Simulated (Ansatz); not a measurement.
`B[SiH2]C` + `OBF` → `B[SiH2]OBF` + CH₄  (ligand exchange at the Si–C bond)

Isolated molecules relaxed with PBE0-D4/def2-TZVP in Ansatz; ΔE leaves out vibrations. CBS: MP2 limit from def2 TZ/QZ plus the TZ coupled-cluster correction, frozen cores. This one scheme is used for every species. DFT in def2-TZVPP. One conformer a species, not always the lowest.

```csv
level,ΔE (kJ/mol),difference from CCSD(T)/CBS
LDA (SPW92),-80.0,13.4
PBE-D4,-81.0,12.4
r2SCAN-D4,-92.4,1.0
B97M-V,-96.5,-3.1
PBE0-D4,-84.6,8.8
r2SCANh-D4,-92.6,0.8
r2SCAN0-D4,-93.0,0.4
PBE,-80.7,12.7
revPBE,-80.2,13.2
r2SCAN,-92.2,1.2
r2SCANh,-92.4,1.0
r2SCAN0,-92.7,0.7
CAM-B3LYP,-98.7,-5.3
LC-ωPBE,-87.1,6.3
RPA@PBE/def2-TZVPP,-92.0,1.4
HF/def2-SVP,-97.8,-4.4
CCSD(T)/CBS,-93.4,0
```

Largest T1 diagnostic among the species: 0.013.

In def2-TZVPP, CCSD(T) changes the Hartree–Fock value by +17.7 kJ/mol (the triples alone add +2.1 kJ/mol) and MP2 by +16.1 kJ/mol. From PBE to PBE0 (25 % exact exchange), in def2-TZVPP and without D4, ΔE moves by −3.5 kJ/mol.
